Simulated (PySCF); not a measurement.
**[Eu(H2O)2]3+: one run**

[Eu(H2O)2]3+ (singlet in the valence; each metal's 4f electrons, 6 of them, lie in its core potential, out of spins and levels). PySCF 2.14.0, RKS CAM-B3LYP, Eu lcecp-1-SVP with ECP52, O def2-SVP, H def2-SVP; non-relativistic Hamiltonian with scalar-relativistic core potentials where named; density fitting; no spin-orbit coupling. Purpose: level CAM-B3LYP.

```python
mol = gto.M(atom='''
Eu    -0.18943     1.08341     0.00707
O      0.07537    -0.17500     1.85638
H      0.52356     0.07394     2.70806
H     -0.24692    -1.09574     2.04348
O     -0.03491    -0.16706    -1.85876
H      0.29855    -1.09587    -1.96724
H     -0.27674     0.08777    -2.78899''',
    basis={'Eu': 'lcecp-1-SVP', 'O': 'def2-SVP', 'H': 'def2-SVP'},
    ecp={'Eu': 'lcecp-1-SVP'},
    charge=3, spin=0)
mf = dft.RKS(mol, xc='CAMB3LYP')
mf.grids.atom_grid = (75, 302)  # f atoms: unpruned, at least (60, 302)
mf = mf.density_fit()  # fitting sets: Eu AutoAux, O def2-universal-JKFIT, H def2-universal-JKFIT
mf.conv_tol = 1e-08; mf.max_cycle = 55
mf.kernel(dm0)  # dm0: converged density of the relaxed state
mf.nuc_grad_method().kernel()
```

Run from Python with OMP_NUM_THREADS=2; the lines above give its settings. Where DIIS fails, smearing, a level shift and second-order steps follow.
It took 4.1 s on 2 threads of Arm Neoverse V1, on a shared host, from an already converged density.

**Question.** Where do the frontier levels lie, over both spins?

**Answer.** HOMO -27.90 eV, LUMO -17.43 eV. The 4f levels lie in the core potential and are missing.

**Question.** What does the SCF print?

**Answer.** 
```
init E= -186.775815045221
cycle= 1 E= -186.77658913288  delta_E= -0.000774  |g|= 0.031  |ddm|= 0.0782
cycle= 2 E= -186.77649450189  delta_E= 9.46e-05  |g|= 0.0395  |ddm|= 0.0433
cycle= 3 E= -186.776772412321  delta_E= -0.000278  |g|= 0.00071  |ddm|= 0.0224
cycle= 4 E= -186.776772710471  delta_E= -2.98e-07  |g|= 0.000162  |ddm|= 0.00157
cycle= 5 E= -186.776772720808  delta_E= -1.03e-08  |g|= 5.14e-05  |ddm|= 0.000312
cycle= 6 E= -186.776772721533  delta_E= -7.25e-10  |g|= 2.73e-05  |ddm|= 7.38e-05
Extra cycle  E= -186.776772721486  delta_E= 4.68e-11  |g|= 3.4e-05  |ddm|= 3.75e-05
converged SCF energy = -186.776772721486
```

**Question.** What are the Mulliken charges and spins?

**Answer.** 
```csv
atom,charge (e),spin (e)
Eu1,2.232,0.000
O2,-0.316,0.000
H3,0.350,0.000
H4,0.348,0.000
O5,-0.315,0.000
H6,0.348,0.000
H7,0.351,0.000
```
The spin of the 4f electrons in the core isn't counted.

**Question.** What forces act on the atoms (eV/Å)?

**Answer.** 
```
Eu  -0.01  0.05  0.00
O   -0.02  0.05 -0.08
H    0.06  0.03  0.10
H   -0.03 -0.10  0.02
O   -0.01  0.06  0.09
H    0.04 -0.11 -0.02
H   -0.02  0.02 -0.10
```
Forces carry noise of the integration grid, about 0.01 to 0.03 eV/Å.

The geometry was relaxed with PBE0 (Eu lcecp-1-SVP with ECP52, O def2-SVP, H def2-SVP).

An lcecp potential fixes the number of 4f electrons, so in runs with it no electron can move into or out of that shell.
